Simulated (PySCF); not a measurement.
PySCF 2.14 output of an unrestricted LDA calculation on a single atom or ion in aug-cc-pwCVDZ-PP with ECP60MDF, with a scalar-relativistic core potential:

```
SCF conv_tol = 1e-09
number electrons alpha = 11  beta = 9
    P. A. M. Dirac.,  Math. Proc. Cambridge Philos. Soc. 26, 376 (1930)
    F. Bloch.,  Z. Phys. 57, 545 (1929)
    S. H. Vosko, L. Wilk, and M. Nusair.,  Can. J. Phys. 58, 1200 (1980)
cycle= 1 E= -191.0921769003  delta_E= -0.0136  |g|= 0.0797  |ddm|= 1.56
cycle= 2 E= -191.092756902808  delta_E= -0.00058  |g|= 0.0618  |ddm|= 0.431
cycle= 3 E= -191.093613506315  delta_E= -0.000857  |g|= 0.000142  |ddm|= 0.191
cycle= 4 E= -191.093613514343  delta_E= -8.03e-09  |g|= 1.49e-05  |ddm|= 0.00101
cycle= 5 E= -191.093613514406  delta_E= -6.29e-11  |g|= 8.25e-07  |ddm|= 8.18e-05
converged SCF energy = -191.093613514406  <S^2> = 2.0003457  2S+1 = 3.0002304
```

The run itself started from symmetry-adapted Hartree-Fock orbitals and held the occupation by maximum overlap, on a logarithmic radial grid, so the iterations belong to that start.

Problem. Which element, charge and spin multiplicity is this?

Solution. Pb²⁺ (lead, charge +2), multiplicity 3; the state was [Xe] 4f14 5d10 6s1 7s1, high-spin 3S determinant (an excited configuration).

Energies and moments cover only the electrons outside the core potential. Spin-orbit coupling, which splits the p, d and f shells strongly at this Z, is absent. The outer electron is Rydberg-like, and this basis confines it to a smaller radius and binds it less than a complete one would.
